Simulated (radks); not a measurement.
The numbers below are computed, except where a source is named.
Effect of the nuclear size on the krypton ion Kr+, [Ar] 3d10 4s2 4p5. Code: a radial shooting solver on a logarithmic mesh with Libxc functionals. Model: Dirac Kohn-Sham, exchange-only LDA, spin-unpolarised, spherical densities, finite nucleus; open shells fill j = l - 1/2 first; Fermi nuclear charge, rms radius 4.1884 fm. The rms radius is varied about that value; shifts are against it.

| rms radius (fm) | total energy shift (eV) | density at nucleus (e/bohr^3) | 1s1/2 shift (meV) | 2s1/2 shift (meV) | 3p1/2 shift (meV) | 4s1/2 shift (meV) |
|---|---|---|---|---|---|---|
| 3.4471 | -0.202 | 4.995e+04 | -85.8 | -8.69 | 0.131 | -0.161 |
| 3.7863 | -0.114 | 4.957e+04 | -48.4 | -4.91 | 0.074 | -0.091 |
| 4.1884 | 0 | 4.918e+04 | 0.000 | 0.000 | 0.000 | 0.000 |
| 4.5235 | 0.103 | 4.888e+04 | 43.8 | 4.43 | -0.067 | 0.082 |
| 4.8921 | 0.225 | 4.857e+04 | 95.5 | 9.68 | -0.146 | 0.180 |

Slopes of the eigenvalues against <r^2> in GHz/fm^2, as finite differences over the two radii next to the reference (eigenvalue slopes, not the field-shift constants of lines): 1s1/2 3640, 2s1/2 369, 3p1/2 -5.57, 4s1/2 6.85.
